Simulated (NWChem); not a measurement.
Molecule: CH$_{4}$MgO; SMILES C[O][MgH]

```xyz
7

Mg     0.0000     0.0000    -1.4050
H      0.0000     0.0000    -3.1034
O      0.0000     0.0000     0.3656
C      0.0000     0.0000     1.7503
H      0.6248    -0.8114     2.1601
H      0.3903     0.9468     2.1601
H     -1.0151    -0.1354     2.1601
```
Atoms are numbered in this order, from 1.

Geometry: optimised at B3LYP/6-31G* (spherical d).

### Question
Give the principal values of the shielding tensors (ppm) of Mg1, O3, C4 from PBE0/pcSseg-2, GIAO (NWChem), with their diamagnetic and paramagnetic parts as GIAO splits them.

### Answer
```json
[
 {"atom": "Mg1", "σ11": "432.0", "σ22": "432.0", "σ33": "707.0", "isotropic": "523.7", "diamagnetic": "710.3", "paramagnetic": "-186.6"},
 {"atom": "O3", "σ11": "325.4", "σ22": "325.4", "σ33": "368.1", "isotropic": "339.6", "diamagnetic": "394.9", "paramagnetic": "-55.3"},
 {"atom": "C4", "σ11": "98.3", "σ22": "98.3", "σ33": "184.2", "isotropic": "126.9", "diamagnetic": "241.3", "paramagnetic": "-114.3"}
]
```
